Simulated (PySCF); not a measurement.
Atomic charges against the basis set

Species: B₂F₂H₃N.
Structure used (PBE0-D3(BJ)/def2-SVP), in Å, numbered top down from 1:
```
atom  x, y, z in Å
N1    -1.216   -0.377    0.184
B2    -0.135    0.328   -0.329
B3     1.492   -0.055    0.019
F4     2.144    0.432    1.068
F5     2.219   -0.838   -0.767
H6    -2.175   -0.144   -0.042
H7    -1.138   -1.173    0.804
H8    -0.388    1.257   -1.068
```

PBE0 throughout (PySCF), one geometry, spherical d and f functions. Geometry: PBE0-D3(BJ)/def2-SVP; no solvent, vibrations or thermal averaging. Atoms taken as equivalent share a column and are averaged.

Mulliken charges (e):

```tsv
basis	functions	N1	B2	B3	F4/F5	H6/H7	H8
STO-3G	28	-0.448	+0.115	+0.244	-0.130	+0.208	-0.068
6-31G	51	-0.823	+0.197	+0.572	-0.303	+0.340	-0.020
pcSseg-0	51	-0.806	+0.065	+0.661	-0.319	+0.333	+0.052
6-31G*	76	-0.756	+0.031	+0.548	-0.262	+0.355	-0.008
cc-pVDZ	85	+0.002	-0.287	+0.305	-0.107	+0.105	-0.014
def2-SVP	85	-0.102	-0.224	+0.291	-0.116	+0.137	-0.008
aug-cc-pVDZ	142	+0.024	-0.430	+0.918	-0.433	-0.026	+0.406
6-311+G(2d,p)	153	-0.538	+0.232	+0.360	-0.271	+0.248	-0.011
def2-TZVP	173	-0.441	-0.065	+0.477	-0.238	+0.247	+0.010
cc-pVTZ	192	-0.205	-0.208	+0.464	-0.193	+0.163	+0.009
IGLO-III	205	-0.506	+0.219	+0.632	-0.353	+0.214	-0.067
```

IAO charges (e):

| basis | functions | N1 | B2 | B3 | F4/F5 | H6/H7 | H8 |
| --- | --- | --- | --- | --- | --- | --- | --- |
| STO-3G | 28 | -0.434 | -0.021 | +0.339 | -0.164 | +0.225 | -0.004 |
| 6-31G | 51 | -0.499 | -0.058 | +0.582 | -0.298 | +0.277 | +0.018 |
| pcSseg-0 | 51 | -0.457 | -0.084 | +0.562 | -0.285 | +0.267 | +0.017 |
| 6-31G* | 76 | -0.498 | -0.054 | +0.622 | -0.309 | +0.270 | +0.009 |
| cc-pVDZ | 85 | -0.485 | -0.075 | +0.611 | -0.305 | +0.272 | +0.015 |
| def2-SVP | 85 | -0.476 | -0.075 | +0.610 | -0.304 | +0.268 | +0.011 |
| aug-cc-pVDZ | 142 | -0.510 | -0.066 | +0.626 | -0.314 | +0.281 | +0.018 |
| 6-311+G(2d,p) | 153 | -0.514 | -0.065 | +0.632 | -0.317 | +0.282 | +0.017 |
| def2-TZVP | 173 | -0.513 | -0.066 | +0.639 | -0.319 | +0.281 | +0.016 |
| cc-pVTZ | 192 | -0.511 | -0.067 | +0.637 | -0.318 | +0.280 | +0.016 |
| IGLO-III | 205 | -0.516 | -0.065 | +0.637 | -0.318 | +0.282 | +0.017 |

Some averages cover members that differ in this geometry, most widely: H6/H7, Mulliken in aug-cc-pVDZ -0.070 to +0.017 e.

Question: Which scheme is steadiest as the basis changes?

Answer: Largest range over the bases for any column: IAO 0.30 e, Mulliken 0.85 e. IAO charges move least and Mulliken charges most, counted in e. Without the minimal STO-3G basis the ranges are IAO 0.08, Mulliken 0.85 e.

Question: How much do the charges still move between the two largest bases, cc-pVTZ and IGLO-III?

Answer: At most, over all atoms: Mulliken 0.427 e, IAO 0.005 e.

Question: What do the same runs give for the total energy, the frontier levels and the dipole moment?

Answer: 
```json
{"basis": "STO-3G", "energy (Eh)": "-301.5599", "HOMO (eV)": "-4.85", "LUMO (eV)": "3.84", "μ (D)": "2.22"}
{"basis": "6-31G", "energy (Eh)": "-305.6894", "HOMO (eV)": "-8.48", "LUMO (eV)": "-0.14", "μ (D)": "3.44"}
{"basis": "pcSseg-0", "energy (Eh)": "-305.0845", "HOMO (eV)": "-8.62", "LUMO (eV)": "-0.23", "μ (D)": "3.38"}
{"basis": "6-31G*", "energy (Eh)": "-305.7535", "HOMO (eV)": "-8.22", "LUMO (eV)": "0.15", "μ (D)": "3.01"}
{"basis": "cc-pVDZ", "energy (Eh)": "-305.7792", "HOMO (eV)": "-8.36", "LUMO (eV)": "-0.10", "μ (D)": "3.12"}
{"basis": "def2-SVP", "energy (Eh)": "-305.5368", "HOMO (eV)": "-8.40", "LUMO (eV)": "-0.14", "μ (D)": "3.15"}
{"basis": "aug-cc-pVDZ", "energy (Eh)": "-305.8023", "HOMO (eV)": "-8.60", "LUMO (eV)": "-0.64", "μ (D)": "3.00"}
{"basis": "6-311+G(2d,p)", "energy (Eh)": "-305.8700", "HOMO (eV)": "-8.64", "LUMO (eV)": "-0.62", "μ (D)": "3.06"}
{"basis": "def2-TZVP", "energy (Eh)": "-305.8993", "HOMO (eV)": "-8.57", "LUMO (eV)": "-0.42", "μ (D)": "3.03"}
{"basis": "cc-pVTZ", "energy (Eh)": "-305.8859", "HOMO (eV)": "-8.53", "LUMO (eV)": "-0.35", "μ (D)": "3.04"}
{"basis": "IGLO-III", "energy (Eh)": "-305.9068", "HOMO (eV)": "-8.61", "LUMO (eV)": "-0.51", "μ (D)": "3.02"}
```

The dipole is fixed by the density alone, so its range of 1.22 D shows that the density itself changes with the basis, not only its division among atoms.
